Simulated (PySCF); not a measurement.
# Working out the excitation energy of Be

Be [He] 2s2 (1S) → Be [He] 2s1 3s1 (3S). Computed with PySCF 2.14 in aug-cc-pVTZ (5s4p3d2f, 46 functions), with the non-relativistic Hamiltonian (point nucleus). Frozen: 1s2. Energies in hartree (1 hartree = 27.21139 eV):

| part | Be (lower) | Be (upper) |
| --- | --- | --- |
| UHF | -14.572875 | -14.376946 |
| MP2 opposite-spin | -0.028346 | 0.000000 |
| MP2 same-spin | 0.000000 | -0.001887 |

Problem. What does Hartree-Fock give?

Solution. (-14.376946) − (-14.572875) = 0.195929 hartree = 5.331 eV.

Problem. What do MP2 and SCS-MP2 (6/5 opposite-spin, 1/3 same-spin) give?

Solution. The opposite-spin parts differ by 0.771 eV and the same-spin parts by -0.051 eV. MP2: 5.331 + (0.771) + (-0.051) = 6.051 eV. SCS-MP2: 5.331 + 1.2 × (0.771) + (-0.051)/3 = 6.239 eV.

Measured between the centres of the two terms (NIST): 6.457 eV, so MP2 (valence) is off by -0.406 eV.

What remains against the reference includes basis incompleteness, the frozen core and correlation beyond second order.
